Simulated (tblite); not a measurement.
C5H11ClS2Si.
Atom-mapped SMILES: `[CH3:1][CH2:2][Si@@H:3]([Cl:4])[S:5][CH2:6][C:7]([CH3:8])=[S:9]` (hydrogens: H10, H11, H12 on C1; H13, H14 on C2; H15 on Si3; H16, H17 on C6; H18, H19, H20 on C8)

Computed with GFN2-xTB (tblite), gas phase: L-BFGS steps from a force-field or distance-geometry start until the largest atomic force falls under 0.01 eV/Å.

Step 41: E = -792.6567 eV
```
atom  x, y, z in Å  |  force x, y, z in eV/Å
C1      3.9471   -0.1020   -0.6308   -0.009   0.003   0.002
C2      2.5354   -0.5926   -0.9378    0.009   0.007   0.004
Si3     1.2416    0.1552    0.2256   -0.027  -0.009   0.024
Cl4     1.1524    2.1705    0.0736    0.025  -0.003   0.000
S5     -0.6756   -0.6698   -0.3172    0.043   0.018   0.000
C6     -1.6993    0.1759    0.9679    0.004  -0.011   0.013
C7     -3.0892   -0.3486    0.9065    0.011  -0.006   0.031
C8     -3.8632   -0.0341   -0.3192    0.020   0.004   0.010
S9     -3.6855   -1.2452    2.1206   -0.020   0.013   0.014
H10     4.0078    0.9799   -0.7257    0.001  -0.014  -0.005
H11     4.2391   -0.3684    0.3825   -0.017  -0.004  -0.013
H12     4.6646   -0.5457   -1.3186   -0.016   0.013   0.007
H13     2.5056   -1.6802   -0.8604    0.009   0.013  -0.007
H14     2.2902   -0.3501   -1.9741   -0.002  -0.003   0.002
H15     1.4487   -0.1759    1.6326    0.020  -0.002  -0.012
H16    -1.2451   -0.0265    1.9364   -0.026   0.001   0.011
H17    -1.6671    1.2451    0.7491    0.015  -0.024  -0.018
H18    -3.3864   -0.5361   -1.1625   -0.027   0.002  -0.039
H19    -3.8325    1.0363   -0.5182   -0.028   0.021  -0.029
H20    -4.8937   -0.3664   -0.2332    0.016  -0.020   0.007
```

Step 42: E = -792.6571 eV
```
atom  x, y, z in Å  |  force x, y, z in eV/Å
C1      3.9468   -0.1006   -0.6309   -0.016  -0.005  -0.001
C2      2.5362   -0.5929   -0.9393   -0.017   0.013   0.011
Si3     1.2398    0.1522    0.2246    0.001   0.008   0.012
Cl4     1.1535    2.1690    0.0763    0.022  -0.016   0.000
S5     -0.6781   -0.6700   -0.3174    0.051   0.008  -0.010
C6     -1.6985    0.1753    0.9688   -0.010  -0.001   0.016
C7     -3.0892   -0.3457    0.9081   -0.002  -0.019   0.007
C8     -3.8615   -0.0352   -0.3198    0.010   0.011  -0.002
S9     -3.6898   -1.2365    2.1238   -0.025   0.002   0.035
H10     4.0073    0.9813   -0.7251   -0.001  -0.013  -0.005
H11     4.2382   -0.3682    0.3820   -0.013  -0.002  -0.006
H12     4.6639   -0.5442   -1.3187   -0.004   0.014   0.003
H13     2.5074   -1.6806   -0.8621    0.012   0.015  -0.009
H14     2.2913   -0.3502   -1.9758   -0.002  -0.003   0.008
H15     1.4483   -0.1791    1.6313    0.019  -0.006  -0.009
H16    -1.2456   -0.0268    1.9374   -0.013  -0.006   0.022
H17    -1.6667    1.2442    0.7508    0.022  -0.004  -0.023
H18    -3.3815   -0.5343   -1.1633   -0.026   0.006  -0.028
H19    -3.8361    1.0357   -0.5181   -0.027   0.016  -0.029
H20    -4.8908   -0.3724   -0.2359    0.021  -0.017   0.009
```

Step 43: E = -792.6575 eV
```
atom  x, y, z in Å  |  force x, y, z in eV/Å
C1      3.9466   -0.0992   -0.6311   -0.020  -0.011  -0.003
C2      2.5370   -0.5928   -0.9407   -0.040   0.015   0.014
Si3     1.2381    0.1492    0.2239    0.035   0.025  -0.001
Cl4     1.1555    2.1672    0.0792    0.019  -0.024  -0.001
S5     -0.6796   -0.6702   -0.3173    0.043  -0.003  -0.013
C6     -1.6981    0.1746    0.9702   -0.018   0.004   0.014
C7     -3.0895   -0.3431    0.9098   -0.016  -0.026  -0.019
C8     -3.8599   -0.0361   -0.3203   -0.004   0.014  -0.015
S9     -3.6951   -1.2276    2.1273   -0.025  -0.002   0.046
H10     4.0071    0.9825   -0.7247   -0.004  -0.006  -0.004
H11     4.2373   -0.3680    0.3814   -0.009  -0.001   0.004
H12     4.6633   -0.5425   -1.3189    0.008   0.011  -0.004
H13     2.5097   -1.6806   -0.8640    0.011   0.013  -0.009
H14     2.2927   -0.3504   -1.9775   -0.004  -0.001   0.013
H15     1.4487   -0.1820    1.6298    0.018  -0.011  -0.001
H16    -1.2469   -0.0271    1.9392    0.001  -0.012   0.029
H17    -1.6660    1.2431    0.7523    0.027   0.012  -0.025
H18    -3.3776   -0.5324   -1.1647   -0.021   0.012  -0.012
H19    -3.8407    1.0354   -0.5187   -0.022   0.003  -0.023
H20    -4.8877   -0.3787   -0.2382    0.022  -0.011   0.009
```

Step 44: E = -792.6580 eV
```
atom  x, y, z in Å  |  force x, y, z in eV/Å
C1      3.9462   -0.0978   -0.6315   -0.018  -0.013  -0.004
C2      2.5375   -0.5925   -0.9423   -0.048   0.011   0.012
Si3     1.2369    0.1461    0.2232    0.064   0.037  -0.009
Cl4     1.1587    2.1647    0.0826    0.014  -0.022  -0.003
S5     -0.6804   -0.6704   -0.3170    0.023  -0.010  -0.006
C6     -1.6982    0.1739    0.9723   -0.018   0.005   0.005
C7     -3.0904   -0.3406    0.9116   -0.025  -0.026  -0.039
C8     -3.8583   -0.0370   -0.3213   -0.019   0.010  -0.024
S9     -3.7021   -1.2170    2.1320   -0.019   0.002   0.042
H10     4.0072    0.9836   -0.7245   -0.009   0.002  -0.002
H11     4.2364   -0.3679    0.3805   -0.005   0.000   0.014
H12     4.6629   -0.5404   -1.3193    0.017   0.007  -0.009
H13     2.5130   -1.6803   -0.8666    0.006   0.008  -0.006
H14     2.2946   -0.3506   -1.9794   -0.011   0.004   0.014
H15     1.4499   -0.1855    1.6280    0.017  -0.017   0.010
H16    -1.2491   -0.0277    1.9422    0.012  -0.016   0.027
H17    -1.6650    1.2420    0.7536    0.029   0.020  -0.022
H18    -3.3739   -0.5301   -1.1667   -0.012   0.017   0.005
H19    -3.8469    1.0351   -0.5200   -0.014  -0.013  -0.012
H20    -4.8839   -0.3865   -0.2405    0.016  -0.005   0.008
```

Question: Estimate the geometry and energy of step 45. (The exact step hangs on the optimiser's Hessian estimate; all steps are aligned on step 44, rigid shifts and turns removed.)

Answer: E = -792.6585 eV, largest force 0.079 eV/Å
```
atom  x, y, z in Å  |  force x, y, z in eV/Å
C1      3.9455   -0.0966   -0.6320   -0.008  -0.010  -0.004
C2      2.5376   -0.5922   -0.9437   -0.032   0.003   0.003
Si3     1.2367    0.1437    0.2225    0.070   0.035  -0.007
Cl4     1.1622    2.1618    0.0861    0.011  -0.007  -0.005
S5     -0.6809   -0.6708   -0.3167    0.004  -0.010   0.011
C6     -1.6987    0.1732    0.9747   -0.010   0.001  -0.006
C7     -3.0918   -0.3386    0.9129   -0.025  -0.018  -0.040
C8     -3.8571   -0.0377   -0.3226   -0.028  -0.001  -0.023
S9     -3.7097   -1.2060    2.1374   -0.008   0.012   0.022
H10     4.0071    0.9848   -0.7244   -0.014   0.007   0.001
H11     4.2354   -0.3677    0.3797   -0.003   0.002   0.017
H12     4.6629   -0.5380   -1.3199    0.018   0.003  -0.011
H13     2.5165   -1.6799   -0.8695   -0.004   0.000  -0.001
H14     2.2963   -0.3507   -1.9812   -0.020   0.010   0.011
H15     1.4515   -0.1894    1.6263    0.017  -0.021   0.017
H16    -1.2514   -0.0287    1.9457    0.016  -0.015   0.011
H17    -1.6634    1.2411    0.7546    0.026   0.015  -0.013
H18    -3.3704   -0.5274   -1.1687   -0.001   0.019   0.015
H19    -3.8537    1.0347   -0.5217   -0.007  -0.025   0.000
H20    -4.8799   -0.3946   -0.2426   -0.001   0.001   0.004
```

The energy changes by -0.0005 eV. The first-order estimate −F·Δx gives -0.0007 eV and the mean of the old and new forces, exact on a quadratic surface, -0.0005 eV. The step makes an angle of 78° with the force vector and moves no atom by more than 0.014 Å.

What follows is the cost of the whole relaxation. Hardware: one thread, Arm Neoverse V1 (aarch64), no GPU, shared host. Cost: 1.2 s of wall time.
